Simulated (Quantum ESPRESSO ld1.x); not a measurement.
Results of a calculation; reference values are marked as such.
Question: The mean radii <r> (bohr) of the occupied orbitals of an atom or ion are listed with their occupations. Level of theory: scalar-relativistic Kohn-Sham, BLYP, spin-unpolarised, spherical densities, point nucleus (ld1.x of Quantum ESPRESSO 7.5).

| orbital | occ. | <r> |
|---|---|---|
| 1s | 2 | 0.02274 |
| 2s | 2 | 0.09700 |
| 2p | 6 | 0.08546 |
| 3s | 2 | 0.2550 |
| 3p | 6 | 0.2533 |
| 3d | 10 | 0.2310 |
| 4s | 2 | 0.5791 |
| 4p | 6 | 0.6132 |
| 4d | 10 | 0.6707 |
| 5s | 2 | 1.409 |
| 5p | 6 | 1.664 |
| 6s | 2 | 4.301 |
| 4f | 6 | 1.022 |

Name the element and its charge.

Answer: Z = 62, samarium, charge 0: Sm in [Xe] 4f6 6s2. The 1s radius gives Z: for a bare nucleus <r> = (2 gamma + 1)/(2Z) with gamma = sqrt(1 - (Z/c)^2), 0.02245 bohr for Z = 62, and screening makes it slightly larger (0.02274 here). The occupations add up to 62, and the charge is Z minus that.
